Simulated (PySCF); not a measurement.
CH$_{4}$BrGaO (SMILES [CH3][Ga]([OH])[Br]), singlet, geometry from GFN2-xTB (such geometries of metal compounds can be far from the true shape), atoms displaced at random by about 0.03 Å a coordinate; HF/STO-3G, gradient by finite differences run with PySCF.

Here is a job for PySCF.
```python
from pyscf import gto, scf

mol = gto.M(
    atom='''
Ga    0.57500587    0.53042199   -0.00840653
Br   -1.09338605   -1.06692632    0.10234915
C     0.48168238    2.16746714   -1.15512476
H     1.27426588    2.11004097   -1.96182967
H     0.74492363    3.06918497   -0.51024982
H    -0.48090200    2.32196034   -1.64872307
O     1.92967303    0.24156929    1.01223214
H     2.25713342   -0.38622468    1.54345353
''',
    basis='sto-3g',
    verbose=4,
)

mf = scf.RHF(mol)
mf.conv_tol = 1e-11
mf.kernel()
scan, done = mf.as_scanner(), []
scan.scf_summary = {}
def energy(d):
    c = mol.atom_coords()
    c[2, 0] += d
    e = scan(mol.set_geom_(c, unit='Bohr', inplace=False))
    done.append(scan.converged)
    return e
h = 1e-3
fd = (energy(h) - energy(-h)) / (2 * h)
print('dE/dx =', fd)
```

What the program printed (banner, timings and long lists left out):

```
PySCF version 2.14.0

[INPUT] verbose = 4
[INPUT] num. atoms = 8
[INPUT] num. electrons = 84
[INPUT] charge = 0
[INPUT] spin (= nelec alpha-beta = 2S) = 0
[INPUT] symmetry False subgroup None
[INPUT] Mole.unit = angstrom
[INPUT] Symbol           X                Y                Z      unit          X                Y                Z       unit  Magmom
[INPUT]  1 Ga     0.575005870000   0.530421990000  -0.008406530000 AA    1.086603614317   1.002352291547  -0.015886039358 Bohr   0.0
[INPUT]  2 Br    -1.093386050000  -1.066926320000   0.102349150000 AA   -2.066200182920  -2.016198539890   0.193411862582 Bohr   0.0
[INPUT]  3 C      0.481682380000   2.167467140000  -1.155124760000 AA    0.910247777229   4.095919278594  -2.182869436104 Bohr   0.0
[INPUT]  4 H      1.274265880000   2.110040970000  -1.961829670000 AA    2.408013523078   3.987399544912  -3.707320779346 Bohr   0.0
[INPUT]  5 H      0.744923630000   3.069184970000  -0.510249820000 AA    1.407701644417   5.799919018931  -0.964232414909 Bohr   0.0
[INPUT]  6 H     -0.480902000000   2.321960340000  -1.648723070000 AA   -0.908773072756   4.387869114702  -3.115635057552 Bohr   0.0
[INPUT]  7 O      1.929673030000   0.241569290000   1.012232140000 AA    3.646553536660   0.456499798206   1.912841519082 Bohr   0.0
[INPUT]  8 H      2.257133420000  -0.386224680000   1.543453530000 AA    4.265363990403  -0.729858867748   2.916704457693 Bohr   0.0

nuclear repulsion = 516.278906677897
number of shells = 26
number of NR pGTOs = 150
number of NR cGTOs = 50
basis = sto-3g
ecp = {}

******** <class 'pyscf.scf.hf.RHF'> ********
method = RHF
initial guess = minao
damping factor = 0
level_shift factor = 0
DIIS = <class 'pyscf.scf.diis.CDIIS'>
diis_start_cycle = 1
diis_space = 8
diis_damp = 0
SCF conv_tol = 1e-11
SCF conv_tol_grad = None
SCF max_cycles = 50
direct_scf = True
direct_scf_tol = 1e-13
Set gradient conv threshold to 3.16228e-06
Initial guess from minao.
init E= -4553.07319506108
  HOMO = -0.648440553300691  LUMO = -0.28252816275427  gap/eV = 9.95698
cycle= 1 E= -4559.01964851234  delta_E= -5.95  |g|= 0.568  |ddm|= 3.17
  HOMO = -0.0985233689900034  LUMO = 0.258334977075611  gap/eV = 9.71061
cycle= 2 E= -4559.17762648785  delta_E= -0.158  |g|= 0.173  |ddm|= 1.24
  HOMO = -0.227834997663096  LUMO = 0.218892990298263  gap/eV = 12.15609
cycle= 3 E= -4559.19071081339  delta_E= -0.0131  |g|= 0.052  |ddm|= 0.347
  HOMO = -0.269673548830062  LUMO = 0.208592247743377  gap/eV = 13.01428
cycle= 4 E= -4559.19223629443  delta_E= -0.00153  |g|= 0.0128  |ddm|= 0.117
  HOMO = -0.272349114232571  LUMO = 0.207972183088345  gap/eV = 13.07021
cycle= 5 E= -4559.19238888705  delta_E= -0.000153  |g|= 0.00445  |ddm|= 0.0448
  HOMO = -0.273435847744285  LUMO = 0.207704465631043  gap/eV = 13.09249
cycle= 6 E= -4559.19241770011  delta_E= -2.88e-05  |g|= 0.00225  |ddm|= 0.0199
  HOMO = -0.273180167288211  LUMO = 0.207751092160415  gap/eV = 13.08681
cycle= 7 E= -4559.19242748653  delta_E= -9.79e-06  |g|= 0.000882  |ddm|= 0.0145
  HOMO = -0.273163075682381  LUMO = 0.207805013060909  gap/eV = 13.08781
cycle= 8 E= -4559.19242932514  delta_E= -1.84e-06  |g|= 0.00033  |ddm|= 0.00674
  HOMO = -0.273168682523474  LUMO = 0.207801100070266  gap/eV = 13.08785
cycle= 9 E= -4559.19242959711  delta_E= -2.72e-07  |g|= 0.000147  |ddm|= 0.00232
  HOMO = -0.273162185632781  LUMO = 0.20782036513415  gap/eV = 13.08820
cycle= 10 E= -4559.19242966102  delta_E= -6.39e-08  |g|= 6.35e-05  |ddm|= 0.00117
  HOMO = -0.273162320477363  LUMO = 0.207825266222667  gap/eV = 13.08834
cycle= 11 E= -4559.19242967407  delta_E= -1.3e-08  |g|= 2.02e-05  |ddm|= 0.000616
  HOMO = -0.27316520113171  LUMO = 0.20782543108831  gap/eV = 13.08842
cycle= 12 E= -4559.1924296751  delta_E= -1.04e-09  |g|= 9.28e-06  |ddm|= 0.000155
  HOMO = -0.273167184166061  LUMO = 0.207825446004414  gap/eV = 13.08848
cycle= 13 E= -4559.19242967535  delta_E= -2.49e-10  |g|= 4.51e-06  |ddm|= 6.83e-05
  HOMO = -0.273167820986921  LUMO = 0.207825327638616  gap/eV = 13.08849
cycle= 14 E= -4559.19242967539  delta_E= -3.73e-11  |g|= 2.49e-06  |ddm|= 3.18e-05
  HOMO = -0.273168055714677  LUMO = 0.207825187747618  gap/eV = 13.08849
cycle= 15 E= -4559.19242967543  delta_E= -3.91e-11  |g|= 1.08e-06  |ddm|= 2.39e-05
  HOMO = -0.273167824483116  LUMO = 0.207825200446513  gap/eV = 13.08849
cycle= 16 E= -4559.19242967542  delta_E= 3.64e-12  |g|= 5.63e-07  |ddm|= 8.6e-06
  HOMO = -0.273167834870537  LUMO = 0.207825198309237  gap/eV = 13.08849
Extra cycle  E= -4559.19242967542  delta_E=    0  |g|= 4.01e-07  |ddm|= 1.77e-06
converged SCF energy = -4559.19242967542
Create scanner for <class 'pyscf.scf.hf.RHF'>

WARN: Mole.unit (angstrom) is changed to Bohr

New geometry
   1 Ga     0.575005870000   0.530421990000  -0.008406530000 AA    1.086603614317   1.002352291547  -0.015886039358 Bohr
   2 Br    -1.093386050000  -1.066926320000   0.102349150000 AA   -2.066200182920  -2.016198539890   0.193411862582 Bohr
   3 C      0.482211557211   2.167467140000  -1.155124760000 AA    0.911247777229   4.095919278594  -2.182869436104 Bohr
   4 H      1.274265880000   2.110040970000  -1.961829670000 AA    2.408013523078   3.987399544912  -3.707320779346 Bohr
   5 H      0.744923630000   3.069184970000  -0.510249820000 AA    1.407701644417   5.799919018931  -0.964232414909 Bohr
   6 H     -0.480902000000   2.321960340000  -1.648723070000 AA   -0.908773072756   4.387869114702  -3.115635057552 Bohr
   7 O      1.929673030000   0.241569290000   1.012232140000 AA    3.646553536660   0.456499798206   1.912841519082 Bohr
   8 H      2.257133420000  -0.386224680000   1.543453530000 AA    4.265363990403  -0.729858867748   2.916704457693 Bohr

******** <class 'pyscf.scf.hf.RHF_Scanner'> ********
method = RHF_Scanner
initial guess = minao
damping factor = 0
level_shift factor = 0
DIIS = <class 'pyscf.scf.diis.CDIIS'>
diis_start_cycle = 1
diis_space = 8
diis_damp = 0
SCF conv_tol = 1e-11
SCF conv_tol_grad = None
SCF max_cycles = 50
direct_scf = True
direct_scf_tol = 1e-13
Set gradient conv threshold to 3.16228e-06
init E= -4559.19248287898
  HOMO = -0.273151672312661  LUMO = 0.207835461342408  gap/eV = 13.08833
cycle= 1 E= -4559.19246706539  delta_E= 1.58e-05  |g|= 0.000111  |ddm|= 0.000677
  HOMO = -0.273164644998855  LUMO = 0.207822095080727  gap/eV = 13.08832
cycle= 2 E= -4559.19246707404  delta_E= -8.65e-09  |g|= 3.89e-05  |ddm|= 0.000242
  HOMO = -0.273167659398006  LUMO = 0.207824378253396  gap/eV = 13.08846
cycle= 3 E= -4559.19246707581  delta_E= -1.78e-09  |g|= 1.66e-05  |ddm|= 0.000148
  HOMO = -0.273169590058386  LUMO = 0.207823685847145  gap/eV = 13.08849
cycle= 4 E= -4559.1924670763  delta_E= -4.9e-10  |g|= 8.18e-06  |ddm|= 9.23e-05
  HOMO = -0.273171208893098  LUMO = 0.207824104796967  gap/eV = 13.08855
cycle= 5 E= -4559.19246707644  delta_E= -1.38e-10  |g|= 3.4e-06  |ddm|= 5.56e-05
  HOMO = -0.273171545166261  LUMO = 0.207824388347319  gap/eV = 13.08857
cycle= 6 E= -4559.19246707647  delta_E= -2.73e-11  |g|= 1.23e-06  |ddm|= 2.86e-05
  HOMO = -0.273172017989998  LUMO = 0.207824215372339  gap/eV = 13.08857
cycle= 7 E= -4559.19246707647  delta_E= -5.46e-12  |g|= 6.43e-07  |ddm|= 7.65e-06
  HOMO = -0.273171939403528  LUMO = 0.20782426671988  gap/eV = 13.08857
Extra cycle  E= -4559.19246707648  delta_E= -2.73e-12  |g|= 4.89e-07  |ddm|= 2.04e-06
converged SCF energy = -4559.19246707648

WARN: Mole.unit (angstrom) is changed to Bohr

New geometry
   1 Ga     0.575005870000   0.530421990000  -0.008406530000 AA    1.086603614317   1.002352291547  -0.015886039358 Bohr
   2 Br    -1.093386050000  -1.066926320000   0.102349150000 AA   -2.066200182920  -2.016198539890   0.193411862582 Bohr
   3 C      0.481153202789   2.167467140000  -1.155124760000 AA    0.909247777229   4.095919278594  -2.182869436104 Bohr
   4 H      1.274265880000   2.110040970000  -1.961829670000 AA    2.408013523078   3.987399544912  -3.707320779346 Bohr
   5 H      0.744923630000   3.069184970000  -0.510249820000 AA    1.407701644417   5.799919018931  -0.964232414909 Bohr
   6 H     -0.480902000000   2.321960340000  -1.648723070000 AA   -0.908773072756   4.387869114702  -3.115635057552 Bohr
   7 O      1.929673030000   0.241569290000   1.012232140000 AA    3.646553536660   0.456499798206   1.912841519082 Bohr
   8 H      2.257133420000  -0.386224680000   1.543453530000 AA    4.265363990403  -0.729858867748   2.916704457693 Bohr

******** <class 'pyscf.scf.hf.RHF_Scanner'> ********
method = RHF_Scanner
initial guess = minao
damping factor = 0
level_shift factor = 0
DIIS = <class 'pyscf.scf.diis.CDIIS'>
diis_start_cycle = 1
diis_space = 8
diis_damp = 0
SCF conv_tol = 1e-11
SCF conv_tol_grad = None
SCF max_cycles = 50
direct_scf = True
direct_scf_tol = 1e-13
Set gradient conv threshold to 3.16228e-06
init E= -4559.19236040049
  HOMO = -0.273204312782414  LUMO = 0.207803515790121  gap/eV = 13.08889
cycle= 1 E= -4559.19239151387  delta_E= -3.11e-05  |g|= 0.000223  |ddm|= 0.00136
  HOMO = -0.273178154159554  LUMO = 0.207830485058357  gap/eV = 13.08891
cycle= 2 E= -4559.19239154845  delta_E= -3.46e-08  |g|= 7.79e-05  |ddm|= 0.000485
  HOMO = -0.273172128342009  LUMO = 0.207825902548419  gap/eV = 13.08862
cycle= 3 E= -4559.19239155561  delta_E= -7.15e-09  |g|= 3.32e-05  |ddm|= 0.000298
  HOMO = -0.273168168880542  LUMO = 0.207827303174546  gap/eV = 13.08855
cycle= 4 E= -4559.19239155756  delta_E= -1.95e-09  |g|= 1.63e-05  |ddm|= 0.000186
  HOMO = -0.273164942408427  LUMO = 0.207826452904902  gap/eV = 13.08844
cycle= 5 E= -4559.19239155809  delta_E= -5.29e-10  |g|= 6.81e-06  |ddm|= 0.000111
  HOMO = -0.273164259466063  LUMO = 0.207825886569527  gap/eV = 13.08841
cycle= 6 E= -4559.19239155821  delta_E= -1.18e-10  |g|= 2.46e-06  |ddm|= 5.72e-05
  HOMO = -0.273163307140262  LUMO = 0.207826234986823  gap/eV = 13.08839
cycle= 7 E= -4559.19239155821  delta_E= -1.82e-12  |g|= 1.29e-06  |ddm|= 1.53e-05
  HOMO = -0.273163466691409  LUMO = 0.207826130689712  gap/eV = 13.08839
Extra cycle  E= -4559.19239155822  delta_E= -1.27e-11  |g|= 9.83e-07  |ddm|= 4.09e-06
converged SCF energy = -4559.19239155822
dE/dx = -0.0377591272808786
```
